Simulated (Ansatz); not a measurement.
CH$_{8}$N$_{2}$SSi (`CN[SiH](N)S`), relaxed with RKS PBE-D4/def2-SVP in the Gaussian-basis code of Ansatz from a rough embedded geometry. The force threshold is 0.03 eV/Å; the program also tests the step.

The species carries charge 0 and has multiplicity 1.

Start:

```xyz
13

C    -1.000   -0.925    1.416
N     0.075   -0.246    0.772
Si    0.024    0.147   -0.835
N     1.692    0.077   -1.250
S    -0.506    2.183   -1.013
H    -1.915   -0.276    1.494
H    -1.235   -1.865    1.013
H    -0.711   -1.047    2.490
H     0.346    0.621    1.276
H    -0.724   -0.799   -1.664
H     2.184    0.685   -0.572
H     1.994   -0.870   -0.872
H    -0.224    2.315   -2.256
```

| step | energy (eV) | largest force (eV/Å) | largest move (Å) |
| --- | --- | --- | --- |
| 1 | -22838.7966 | 3.320 | 0.000 |
| 2 | -22839.5026 | 0.906 | 0.191 |
| 3 | -22839.6808 | 0.615 | 0.194 |
| 4 | -22839.7436 | 0.546 | 0.200 |
| 5 | -22839.7744 | 0.235 | 0.106 |
| 6 (rejected) | -22839.7601 | 0.550 | 0.200 |
| 7 | -22839.7909 | 0.373 | 0.098 |
| 8 | -22839.7963 | 0.078 | 0.100 |
| 9 | -22839.7968 | 0.099 | 0.016 |
| 10 | -22839.7975 | 0.130 | 0.037 |
| 11 | -22839.7986 | 0.031 | 0.029 |
| 12 | -22839.7995 | 0.045 | 0.052 |
| 13 | -22839.8002 | 0.063 | 0.054 |
| 14 | -22839.8008 | 0.055 | 0.034 |
| 15 | -22839.8019 | 0.093 | 0.105 |
| 16 | -22839.8026 | 0.059 | 0.019 |
| 17 | -22839.8033 | 0.057 | 0.064 |
| 18 | -22839.8034 | 0.096 | 0.087 |
| 19 | -22839.8039 | 0.039 | 0.024 |
| 20 | -22839.8040 | 0.022 | 0.004 |

End:

```xyz
13

C    -1.234   -0.827    1.543
N    -0.011   -0.287    0.972
Si    0.202    0.100   -0.709
N     1.852    0.190   -1.234
S    -0.636    2.066   -1.134
H    -1.951   -0.052    1.907
H    -1.769   -1.424    0.775
H    -1.021   -1.511    2.394
H     0.571    0.221    1.645
H    -0.529   -0.982   -1.453
H     2.352    1.075   -1.127
H     2.475   -0.614   -1.121
H    -0.301    2.044   -2.457
```

Run time 29 s (4 threads of an Arm Neoverse V1 on a shared host); peak host memory 0.17 GiB.
